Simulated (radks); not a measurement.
Pd+, configuration [Kr] 4d8.5 5s0.5 (fractional occupations, a model configuration). Method: scalar-relativistic Kohn-Sham, LDA (Slater exchange, Perdew-Wang correlation), spin-unpolarised, spherical densities, finite nucleus; Fermi nuclear charge, rms radius 4.5318 fm; computed with a radial shooting solver on a logarithmic mesh with Libxc functionals.

Normalised radial functions P(r) = r R(r), r in bohr:

r	3s
0.003437	0.2894
0.004584	0.3583
0.006114	0.4343
0.008154	0.5111
0.01088	0.5765
0.01451	0.6099
0.01919	0.5836
0.0256	0.4607
0.03414	0.2098
0.04554	-0.1708
0.06074	-0.6164
0.08101	-0.9646
0.1072	-0.9833
0.143	-0.4889
0.1907	0.4587
0.2543	1.4234
0.3392	1.8390
0.4524	1.5130
0.6034	0.8206
0.7983	0.2906
1.065	0.0579
1.42	0.0058
1.894	0.0002
2.526	0.0000
3.37	0.0000
4.458	0.0000
5.946	0.0000
7.931	0.0000

3s: eigenvalue -648.59 eV, 2 radial nodes at r = 0.0404, 0.168 bohr, <r> = 0.380 bohr, 90 % of the charge inside 0.560 bohr.
